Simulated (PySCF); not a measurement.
Write a Z-matrix for `[H]/N=C\C(=C)C1CC1` as optimised with GFN2-xTB.

Z-matrix in Å and degrees, rows numbered from 1:
```
C 
C   1  1.3356
C   2  1.4732  1  121.10
N   3  1.2588  2  129.07  1    -3.16
C   2  1.4797  1  120.27  3   179.73
C   5  1.5067  2  121.81  1  -143.14
C   6  1.4921  5   60.33  2  -110.83
H   1  1.0775  2  122.38  3     0.03
H   1  1.0765  2  121.87  3  -179.78
H   3  1.0858  2  116.32  1   176.89
H   4  1.0194  3  115.22  2    -0.14
H   5  1.0843  2  112.58  1     1.06
H   6  1.0790  5  118.38  7   108.83
H   6  1.0793  5  117.48  7  -108.88
H   7  1.0791  5  118.39  6  -108.78
H   7  1.0795  5  117.52  6   108.87
```

The 6 C–C bonds span 1.336 Å (C1=C2, drawn double) to 1.507 Å (C5–C7, drawn single), a spread of 0.171 Å. The 3-membered ring C5–C6–C7 has internal angles of 59.4° to 60.3°. Of the pairs four or more bonds apart, H8···H11 is among the closest relative to their van der Waals radii: 2.05 Å, 85 % of the sum of Bondi's values.

Computed geometry: GFN2-xTB, gas phase.

Point group: near Cs, missed by 0.14 Å at most; the miss may be what the optimiser left on a soft mode. Stationary, but not proved a minimum. One conformer, not necessarily the lowest (C1–C2–C3–N4 -3°, C1–C2–C5–C6 -143°).
